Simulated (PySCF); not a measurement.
Job file and geometry (Å, from PBE0-D3(BJ)/def2-SVP) of a spin–spin coupling run on `B(N)(N)CO`, CH$_{7}$BN$_{2}$O, B3LYP/pcJ-1 indirect spin-spin coupling, non-relativistic, gas phase (PySCF 2.14.0, density-fitted response routines); density fitting, a coarse starting grid and PySCF grid level 2 are the driver's defaults:

```
{"job": {"kind": "j", "xc": "B3LYP", "basis": "pcJ-1"}, "charge": 0, "multiplicity": 1}
N     -1.048361     1.456528     0.662700
B     -0.336574     0.254447     0.440738
N     -0.961194    -0.971227     0.121847
C      1.257756     0.232732     0.537825
O      1.848970    -0.908591    -0.063641
H     -2.055865     1.527366     0.673021
H     -0.582277     2.332027     0.849580
H     -0.395546    -1.808881     0.080678
H     -1.956770    -1.128862     0.066934
H      1.544422     0.201253     1.604301
H      1.703080     1.173165     0.148282
H      1.564327    -0.917216    -0.983165
```

Problem. What does the program print?

Solution. 
```
coarse grid: 9728 points
cycle   1  E = -251.8309888857  dE =  4.807e-01  |g| = 8.273e-01  |ddm| = 2.580e+00
cycle   2  E = -251.7029494811  dE =  1.280e-01  |g| = 1.188e+00  |ddm| = 1.405e+00
cycle   3  E = -251.9632538892  dE = -2.603e-01  |g| = 9.726e-02  |ddm| = 8.777e-01
cycle   4  E = -251.9646660338  dE = -1.412e-03  |g| = 4.958e-02  |ddm| = 9.163e-02
cycle   5  E = -251.9651317147  dE = -4.657e-04  |g| = 9.741e-03  |ddm| = 3.409e-02
cycle   6  E = -251.9651480444  dE = -1.633e-05  |g| = 2.924e-03  |ddm| = 6.677e-03
cycle   7  E = -251.9651498334  dE = -1.789e-06  |g| = 5.430e-04  |ddm| = 2.336e-03
final grid: 93216 points
cycle   8  E = -252.0054157891  dE = -1.004e-04  |g| = 7.869e-03  |ddm| = 1.773e-02
cycle   9  E = -252.0054071640  dE =  8.625e-06  |g| = 1.023e-02  |ddm| = 1.038e-02
cycle  10  E = -252.0054281037  dE = -2.094e-05  |g| = 6.554e-04  |ddm| = 5.800e-03
cycle  11  E = -252.0054281346  dE = -3.092e-08  |g| = 5.390e-04  |ddm| = 8.265e-04
cycle  12  E = -252.0054281920  dE = -5.738e-08  |g| = 4.408e-05  |ddm| = 3.761e-04
cycle  13  E = -252.0054281922  dE = -2.527e-10  |g| = 2.425e-05  |ddm| = 3.546e-05
converged SCF energy = -252.0054281922

Indirect spin-spin couplings (Hz)
  i      j    bonds     total        FC       PSO       DSO        SD
  0 N    1 B    1    -34.163   -36.196     2.314    -0.106    -0.174
  0 N    2 N    2      1.456     1.374    -0.127    -0.004     0.213
  0 N    3 C    2     -5.578    -5.654     0.075    -0.006     0.008
  0 N    4 O    3     -0.259    -0.209    -0.035    -0.016     0.001
  0 N    5 H    1    -85.484   -81.723    -3.089    -0.252    -0.420
  0 N    6 H    1    -87.463   -83.753    -3.042    -0.252    -0.416
  0 N    7 H    3     -4.661    -4.764    -0.136     0.233     0.006
  0 N    8 H    3     -1.264    -1.495     0.113     0.047     0.071
  0 N    9 H    3     -0.170    -0.197    -0.020     0.041     0.006
  0 N   10 H    3     -0.724    -0.747     0.014    -0.015     0.023
  0 N   11 H    4      0.161     0.130    -0.052     0.077     0.006
  1 B    2 N    1    -34.607   -36.683     2.376    -0.110    -0.191
  1 B    3 C    1     65.875    65.951    -1.067     0.319     0.671
  1 B    4 O    2     -0.453    -0.589     0.168    -0.001    -0.032
  1 B    5 H    2      0.511     1.477    -0.033    -0.808    -0.125
  1 B    6 H    2      3.248     4.227    -0.128    -0.739    -0.112
  1 B    7 H    2      1.183     2.233    -0.329    -0.607    -0.114
  1 B    8 H    2      1.671     2.618     0.006    -0.835    -0.118
  1 B    9 H    2     -5.276    -5.465    -0.014     0.068     0.135
  1 B   10 H    2     -2.030    -2.057    -0.054    -0.006     0.088
  1 B   11 H    3      1.017     1.128    -0.218     0.150    -0.042
  2 N    3 C    2     -2.699    -2.771     0.054    -0.005     0.023
  2 N    4 O    3      0.618     0.741    -0.123     0.002    -0.001
  2 N    5 H    3     -1.286    -1.519     0.126     0.038     0.069
  2 N    6 H    3     -4.498    -4.603    -0.138     0.239     0.004
  2 N    7 H    1    -87.878   -84.508    -2.708    -0.286    -0.376
  2 N    8 H    1    -85.847   -82.042    -3.106    -0.264    -0.434
  2 N    9 H    3     -0.243    -0.254    -0.082     0.086     0.007
  2 N   10 H    3     -0.928    -0.955    -0.128     0.151     0.005
  2 N   11 H    4      0.167     0.121     0.087    -0.073     0.033
  3 C    4 O    1     18.951    20.916    -1.875    -0.091         -
  3 C    5 H    3      9.476     9.519     0.431    -0.474         -
  3 C    6 H    3      2.858     2.835    -0.067     0.090         -
  3 C    7 H    3      2.380     2.404    -0.090     0.067         -
  3 C    8 H    3      5.947     6.004     0.462    -0.519         -
  3 C    9 H    1    133.242   131.931     0.423     0.888         -
  3 C   10 H    1    131.378   130.023     0.460     0.894         -
  3 C   11 H    2     -2.061    -2.350     0.798    -0.509         -
  4 O    5 H    4      0.152     0.108    -0.168     0.211         -
  4 O    6 H    4      0.151     0.085    -0.091     0.158         -
  4 O    8 H    4     -0.847    -0.826    -0.266     0.246         -
  4 O    9 H    2    -13.737   -12.753    -1.092     0.108         -
  4 O   10 H    2     -3.191    -2.476    -0.908     0.192         -
  4 O   11 H    1    -68.181   -55.267   -12.590    -0.323         -
  5 H    6 H    2     -1.969    -2.905     6.354    -5.418         -
  5 H    7 H    4     -0.288    -0.068     1.996    -2.215         -
  5 H    9 H    4     -0.971    -0.865     1.595    -1.701         -
  5 H   10 H    4     -0.606    -0.518     1.752    -1.840         -
  5 H   11 H    5     -0.211    -0.097     1.057    -1.171         -
  6 H    7 H    4      2.749     2.945     2.132    -2.329         -
  6 H    8 H    4     -0.329    -0.103     2.037    -2.263         -
  6 H    9 H    4     -0.597    -0.538    -0.017    -0.042         -
  6 H   10 H    4     -0.305    -0.341    -1.173     1.209         -
  7 H    8 H    2     -0.497    -1.360     6.243    -5.379         -
  7 H    9 H    4     -0.699    -0.576     0.419    -0.541         -
  8 H    9 H    4     -0.716    -0.600     1.712    -1.828         -
  8 H   10 H    4      0.393     0.523     1.854    -1.984         -
  9 H   10 H    2    -17.892   -17.965     1.881    -1.807         -
  9 H   11 H    3     16.467    16.515     4.434    -4.482         -
 10 H   11 H    3      0.546     0.696     1.008    -1.159         -
```

Size and cost of the density-fitted run: 205 basis functions, 31 s wall time on 1 thread of an Arm Neoverse V1, shared host.
